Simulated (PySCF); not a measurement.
Input for PySCF: U-M06-2X/def2-TZVPPD on OH (SMILES [OH]).

```python
from pyscf import gto, dft

mol = gto.M(
    atom='''
    O     0.00000000    0.00000000    0.48836012
    H    -0.00000000   -0.00000000   -0.48836012
    ''',
    basis='def2-tzvppd',
    charge=0, spin=1, verbose=4, max_memory=1800)
mf = dft.UKS(mol, xc='m062x').density_fit(auxbasis='def2-universal-jkfit')
mf.grids.level = 4
mf.conv_tol = 1e-9
mf.max_cycle = 150
mf.kernel()
mf.dip_moment()
```

**Question.** Predict the final total energy.

**Answer.** -75.7347 hartree.
